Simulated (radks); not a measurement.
Task: These are the eigenvalues of the occupied orbitals of an atom or ion with whole-number occupations (eV). Calculated with a radial shooting solver on a logarithmic mesh with Libxc functionals: scalar-relativistic Kohn-Sham, SCAN, spin-polarised, spherical densities, finite nucleus; meta-GGA in the generalised Kohn-Sham scheme; Fermi nuclear charge, rms radius of each element as measured or else 0.836 A^(1/3) + 0.57 fm.

| orbital | eigenvalue |
|---|---|
| 1s up | -73947.50 |
| 1s down | -73947.47 |
| 2s up | -12912.52 |
| 2s down | -12912.34 |
| 2p up | -11242.13 |
| 2p down | -11241.95 |
| 3s up | -3022.993 |
| 3s down | -3022.929 |
| 3p up | -2529.519 |
| 3p down | -2529.436 |
| 3d up | -1977.046 |
| 3d down | -1976.884 |
| 4s up | -650.0665 |
| 4s down | -649.7571 |
| 4p up | -487.4543 |
| 4p down | -487.1640 |
| 4d up | -284.8258 |
| 4d down | -284.4771 |
| 5s up | -102.1952 |
| 5s down | -99.7129 |
| 5p up | -61.1680 |
| 4f up | -60.7057 |
| 4f down | -60.1614 |
| 5p down | -58.1840 |
| 5d up | -15.4448 |
| 6s up | -14.2162 |
| 5d down | -11.9862 |

Which element is it, and in what charge state? The configuration may be excited. Open shells, if any, are filled with parallel spins first.

Result: Z = 76, osmium, charge +1: Os+ in [Xe] 4f14 5d6 6s1. The list shows which subshells hold electrons but not how many an open one holds; the 1s level, -2717.5 hartree, gives Z - s = 73.7 by -(Z - s)^2/2, which with screening and relativity narrows Z to a few neighbours, and the depths of the outer levels then fix element, charge and occupations together.
